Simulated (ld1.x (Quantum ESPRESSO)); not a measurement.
**How hard is this silicon RRKJ potential?**

ld1.x (Quantum ESPRESSO) 7.5 input, shortened:

```
&input
   title='Si', zed=14., rel=1, dft='PBE', iswitch=3,
   config='[Ne] 3s1 3p3'
 /
 &inputp
   pseudotype=2, tm=.false., lloc=0,
   nlcc=.true., new_core_ps=.true.
 /
2
3P  2  1   3.00   0.00  1.70  1.70  0.0
3S  1  0   1.00   0.00  1.80  1.80  0.0
 &test
   configts(1)='3s1 3p3'
 /
```

The pseudo-atom Hamiltonian at the reference potential is diagonalised in spherical Bessel functions j_l(qr) that vanish at 20 bohr, with q² up to the cutoff. All-electron valence levels (Ry): 3p -0.3431, 3s -0.8498.

Q: How do the lowest levels (Ry) of each channel move with the cutoff, and are there ghosts?

A:

```csv
cutoff (Ry),p #1,p #2,s #1,s #2,d #1,f #1,Σ f·Δε (mRy)
8,-0.3419,0.0226,-0.8184,-0.0298,0.0544,0.1100,35.1
12,-0.3421,0.0225,-0.8433,-0.0321,0.0544,0.1100,9.7
18,-0.3428,0.0225,-0.8467,-0.0324,0.0544,0.1100,4.1
25,-0.3431,0.0225,-0.8474,-0.0325,0.0544,0.1100,2.6
35,-0.3431,0.0225,-0.8493,-0.0326,0.0544,0.1100,0.6
45,-0.3432,0.0225,-0.8497,-0.0326,0.0544,0.1100,0.1
400,-0.3432,0.0225,-0.8498,-0.0327,0.0544,0.1100,0.0
```

Result: no extra level below or beside the all-electron valence levels (p, s, d, f tested); 10 mRy is reached at 12 Ry and 1 mRy at 35 Ry.
